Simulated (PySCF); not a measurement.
# Name the molecule from its bond curve

A diatomic of charge 0 contains Sr. Its singlet curve at PBE0 in a double-zeta basis (scalar-relativistic core potentials, PySCF), in eV from the separated fragments:

R (Å), E (eV) and a bar:
```
    2.111     -2.357 ##########################
    2.209     -3.047 ###########
    2.308     -3.430 ####
    2.381     -3.565 #
    2.455     -3.601 
    2.529     -3.559 #
    2.627     -3.415 ####
    2.750     -3.139 #########
    2.897     -2.730 ##################
    3.093     -2.139 ##############################
```

The fit gives ωe = 409 cm⁻¹ and the rotational constant Bₑ = 0.1199 cm⁻¹.

Which atom is the partner?

The minimum lies at 2.449 Å, so the reduced mass is 16.8576 u Å² cm⁻¹/(Bₑ·Re²) = 23.44 u. With Sr at 87.91 u the partner weighs about 32.0 u: S. The molecule is SrS.
